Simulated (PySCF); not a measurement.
C10H10OS2, SMILES COc1ccsc1-c1sccc1C at its GFN2-xTB optimised geometry (Å):

```
23

C      0.9909    -3.2925    -0.0060
O      0.3968    -2.0180     0.0003
C      1.2229    -0.9381     0.0000
C      2.6359    -0.9381     0.0000
C      3.1545     0.3184     0.0000
S      1.9402     1.5286     0.0003
C      0.6754     0.3336    -0.0001
C     -0.7154     0.6488    -0.0025
S     -1.8754    -0.6533    -0.0065
C     -3.1778     0.4669    -0.0111
C     -2.7483     1.7545    -0.0098
C     -1.3412     1.8776    -0.0044
C     -0.6404     3.1948    -0.0016
H      1.6064    -3.4516     0.8851
H      1.6020    -3.4447    -0.9019
H      0.1653    -4.0020    -0.0067
H      3.2434    -1.8246    -0.0001
H      4.1862     0.6063     0.0003
H     -4.1862     0.1042    -0.0149
H     -3.4098     2.6031    -0.0125
H     -1.3682     4.0020     0.0071
H     -0.0100     3.3009    -0.8844
H      0.0008     3.2917     0.8744
```

Computed with CAM-B3LYP/def2-SVP (PySCF).

Map of the log10 of the electron density (e/bohr³), floored at −4 on the plane z = 1.5 Å:

```
|                             |
|                             |
|                             |
|           ...               |
|          :-----.            |
|         .-=+**+-.           |
|       ..:-+*%@#+:           |
|     .:---=+#@@%*=--.        |
|     :-=+++*#%%#*+++=:       |
|     -=+*******+*###*=.      |
|    .-+*#####*++*#%%#+-.     |
|    :=*###*##*++#%%%#*=-.    |
|    -+*##***##**#####*+=-.   |
|   .-+*##**#######**##*+-.   |
|   .-+**#####**##***##*+-.   |
|    :-+*#%%%#++*##*###*=:    |
|     :-+*%%%*++*#####*+-.    |
|      .=+###+=+*******=:     |
|       :=+++==***+++++-:     |
|        .---:=+**++==-:.     |
|             -=+#%#*=:.      |
|             :=*%@@#=.       |
|             :=*%@@#=.       |
|             :-+*##+-        |
|             .:-===-.        |
|               ....          |
|                             |
|                             |
|                             |
```
Scale: ten equal steps from -4.00 (start of ' ') to -1.58 (end of '@'), in the order ' .:-=+*#%@'; x runs from -6.50 to 6.50, y from -6.50 (bottom) to 6.50 (top).
